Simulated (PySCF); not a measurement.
Circular dichroism: `Cl[C@H]1C[C@@H]2O[C@H]1C[SiH2]2`, C$_{5}$H$_{9}$ClOSi

Molfile (atoms numbered from 1):
```
C5H9ClOSi
     RDKit          3D

 17 18  0  0  0  0  0  0  0  0999 V2000
   -2.1948   -1.2891   -0.4593 Cl  0  0  0  0  0  0  0  0  0  0  0  0
   -1.0145   -0.1117   -1.0656 C   0  0  1  0  0  0  0  0  0  0  0  0
   -1.0131    1.1923   -0.2545 C   0  0  0  0  0  0  0  0  0  0  0  0
    0.4412    1.2489    0.2284 C   0  0  2  0  0  0  0  0  0  0  0  0
    1.1589    0.6281   -0.8445 O   0  0  0  0  0  0  0  0  0  0  0  0
    0.4567   -0.5873   -0.9697 C   0  0  1  0  0  0  0  0  0  0  0  0
    0.7366   -1.4136    0.2920 C   0  0  0  0  0  0  0  0  0  0  0  0
    0.7211   -0.0464    1.6197 Si  0  0  0  0  0  4  0  0  0  0  0  0
   -1.2831    0.0635   -2.1091 H   0  0  0  0  0  0  0  0  0  0  0  0
   -1.7274    1.1711    0.5664 H   0  0  0  0  0  0  0  0  0  0  0  0
   -1.2489    2.0388   -0.9011 H   0  0  0  0  0  0  0  0  0  0  0  0
    0.8248    2.2586    0.3503 H   0  0  0  0  0  0  0  0  0  0  0  0
    0.7870   -1.0885   -1.8822 H   0  0  0  0  0  0  0  0  0  0  0  0
    1.7197   -1.8722    0.1913 H   0  0  0  0  0  0  0  0  0  0  0  0
    0.0130   -2.2127    0.4211 H   0  0  0  0  0  0  0  0  0  0  0  0
   -0.4043   -0.1129    2.5497 H   0  0  0  0  0  0  0  0  0  0  0  0
    2.0201    0.1454    2.2573 H   0  0  0  0  0  0  0  0  0  0  0  0
  1  2  1  0
  2  3  1  0
  3  4  1  0
  4  5  1  0
  5  6  1  0
  6  7  1  0
  7  8  1  0
  6  2  1  0
  8  4  1  0
  2  9  1  6
  3 10  1  0
  3 11  1  0
  4 12  1  1
  6 13  1  6
  7 14  1  0
  7 15  1  0
  8 16  1  0
  8 17  1  0
M  END
```

Computed with TDDFT CAM-B3LYP/def2-SVPD circular dichroism and optical rotation, one conformer, gas phase (PySCF 2.14.0). Geometry: GFN2-xTB.

Singlets 7 and 8 lie within 0.01 eV of each other, so their separate moments and overlaps can depend on how they mix.

Q: What are the CIP labels of the stereocentres?

A: C2 S, C4 R, C6 S.

Q: List the lowest 8 singlet excitations with oscillator and rotatory strengths.

A: Rotatory strengths R in 10⁻⁴⁰ esu² cm², velocity form and length form (origin at the centre of mass); f in length form.
| state | E (eV) | λ (nm) | f | R (velocity) | R (length) | main |
| --- | --- | --- | --- | --- | --- | --- |
| 1 | 6.83 | 182 | 0.006 | -9.3 | -8.7 | HOMO→LUMO 0.85 |
| 2 | 7.06 | 176 | 0.063 | -13.3 | -12.8 | HOMO→LUMO+1 0.77, HOMO→LUMO+2 0.12 |
| 3 | 7.25 | 171 | 0.008 | +0.6 | -0.7 | HOMO→LUMO+2 0.21, HOMO−1→LUMO 0.16 |
| 4 | 7.40 | 168 | 0.009 | -26.7 | -26.2 | HOMO→LUMO+4 0.22, HOMO→LUMO+2 0.15 |
| 5 | 7.47 | 166 | 0.007 | -6.0 | -6.0 | HOMO−2→LUMO+2 0.21, HOMO−2→LUMO+1 0.20 |
| 6 | 7.80 | 159 | 0.011 | +11.8 | +11.4 | HOMO−1→LUMO+1 0.41, HOMO−1→LUMO 0.35 |
| 7 | 7.98 | 155 | 0.012 | -12.5 | -11.8 | HOMO→LUMO+4 0.37, HOMO→LUMO+2 0.28 |
| 8 | 7.99 | 155 | 0.072 | +28.2 | +25.7 | HOMO→LUMO+3 0.67, HOMO→LUMO+4 0.12 |

For state 3 the two forms differ in sign, so the sign of R isn't settled.

Among the states computed, the strongest CD band (largest |R|) is state 8. The largest dissymmetry factor in size, g = 4R/(D+G), with D and G the electric and magnetic dipole strengths, is -0.032 for state 4 (velocity form, f = 0.009), among bands with |R| over 0.5. The mirror image has the same energies and oscillator strengths and all R with the opposite sign.
